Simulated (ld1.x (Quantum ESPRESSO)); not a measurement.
# u(r) = r·R(r): atom against pseudo-atom (Ca)

Columns: radius, all-electron u(r) and pseudo u(r) of the 3d shell (level -3.03 eV) of calcium in the configuration [Ne] 3s2 3p6 3d0 4s1 4p1; PBE, scalar-relativistic, TM scheme, ld1.x (Quantum ESPRESSO) 7.5.

| r (bohr) | all-electron | pseudo |
| --- | --- | --- |
| 0.155 | 0.0478 | 0.0042 |
| 0.310 | 0.1844 | 0.0316 |
| 0.465 | 0.3348 | 0.0979 |
| 0.620 | 0.4602 | 0.2053 |
| 0.775 | 0.5528 | 0.3414 |
| 0.930 | 0.6123 | 0.4840 |
| 1.085 | 0.6436 | 0.6084 |
| 1.240 | 0.6537 | 0.6957 |
| 1.395 | 0.6490 | 0.7385 |
| 1.550 | 0.6344 | 0.7405 |
| 1.705 | 0.6135 | 0.7125 |
| 1.860 | 0.5890 | 0.6675 |
| 2.015 | 0.5626 | 0.6168 |
| 2.170 | 0.5356 | 0.5678 |
| 2.325 | 0.5085 | 0.5247 |
| 2.480 | 0.4820 | 0.4884 |
| 2.635 | 0.4565 | 0.4583 |
| 2.790 | 0.4322 | 0.4325 |
| 2.945 | 0.4095 | 0.4095 |
| 3.100 | 0.3881 | 0.3881 |
| 3.255 | 0.3678 | 0.3678 |
| 3.410 | 0.3485 | 0.3485 |
| 3.565 | 0.3300 | 0.3300 |
| 3.720 | 0.3123 | 0.3123 |
| 3.875 | 0.2953 | 0.2953 |
| 4.030 | 0.2791 | 0.2791 |

Problem. How many radial nodes do the two functions have?

Solution. The all-electron 3d function has n − l − 1 = 0; the pseudo-wave has 0.

Problem. At about which radius was the pseudo-wave matched?

Solution. 3.10 bohr. The columns agree to 0.0005 from 2.79 bohr on; several derivatives are matched, so the curves merge somewhat inside the radius.

Problem. Where does each function peak?

Solution. Outermost all-electron maximum near 1.24 bohr, pseudo maximum near 1.55 bohr (to the table’s step).

Problem. Is the pseudo-wave norm-conserving?

Solution. Yes: the TM scheme keeps the norm inside the radius equal to the all-electron one, which fixes the energy derivative of the logarithmic derivative at the level.
